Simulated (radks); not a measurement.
Results of a calculation; reference values are marked as such.
Problem. Level of theory: non-relativistic Kohn-Sham, PBE, spin-unpolarised, spherical densities, point nucleus (a radial shooting solver on a logarithmic mesh with Libxc functionals). Each species is in its NIST ground configuration. Rank C, Ge, Pb, Sn, Si by radius at which the density is 0.001 e/bohr^3 (bohr), largest first.

Solution. Pb 4.89, Sn 4.77, Ge 4.48, Si 4.44, C 3.68.
